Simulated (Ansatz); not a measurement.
Total energies of C₆H₉FO₃Ti, SMILES `C[O][Ti]1234([OH])([OH])[C@@H]5[C@H]1[C@H]2[C@@]3(F)[C@@H]54`.

```xyz
20

C     2.162    1.184    1.318
O     1.528    0.123    0.685
Ti    0.197   -0.801   -0.045
O    -0.251   -2.027    1.251
O     1.001   -1.718   -1.415
C    -2.145   -0.420   -0.049
C    -1.737   -0.594   -1.382
C    -0.902    0.492   -1.741
C    -0.830    1.323   -0.616
F    -0.143    2.460   -0.553
C    -1.564    0.770    0.446
H     1.544    2.086    1.292
H     3.113    1.403    0.820
H     2.368    0.928    2.363
H     0.460   -2.505    1.684
H     1.926   -1.961   -1.341
H    -2.732   -1.114    0.531
H    -1.967   -1.438   -2.014
H    -0.386    0.637   -2.677
H    -1.644    1.171    1.444
```

Charge 0, multiplicity 1. Correlated methods include outer-core shells of Ti, which these sets cover unevenly. Scalar relativity is left out up to krypton. Geometry: relaxed with PBE0-D4/def2-TZVP. It is one conformer, not always the lowest. Basis def2-TZVPP, the Gaussian-basis code of Ansatz.

RPA on PBE orbitals: Hartree–Fock energy of these orbitals -1405.05991 Eh, correlation -3.70092 Eh (frozen core).

```csv
functional,energy without D4 (Eh),D4 term (kJ/mol)
r2SCANh,-1409.08768,-16.1
r2SCAN0,-1409.01662,-17.7
```

Give the same for LDA (SPW92), PBE, revPBE, BLYP, r2SCAN, B97M-V, PBE0, B3LYP, HSE06 (plane-wave form), BHLYP, CAM-B3LYP, LC-ωPBE, ωB97X-V, ωB97M-V, B2PLYP, PBE-QIDH. (Estimate.)

Computed: 
```csv
functional,energy without D4 (Eh),D4 term (kJ/mol)
LDA (SPW92),-1403.04868,–
PBE,-1408.59564,-55.1
revPBE,-1409.16758,-157.7
BLYP,-1409.32256,-116.9
r2SCAN,-1409.13798,-15.3
B97M-V,-1409.14054,–
PBE0,-1408.61509,-47.5
B3LYP,-1409.45123,-87.1
HSE06 (plane-wave form),-1408.57961,-44.4
BHLYP,-1409.08090,-66.3
CAM-B3LYP,-1409.23378,-48.4
LC-ωPBE,-1408.89532,–
ωB97X-V,-1409.13050,–
ωB97M-V,-1409.18574,–
B2PLYP,-1408.87142,–
PBE-QIDH,-1408.42789,–
```

B3LYP takes the VWN-RPA correlation (the form of Gaussian; ORCA's B3LYP/G). HSE06 is the plane-wave form, built on full-range PBE exchange. The double hybrids freeze the cores in their second-order part.

LC-ωPBE has ω = 0.4 bohr⁻¹.
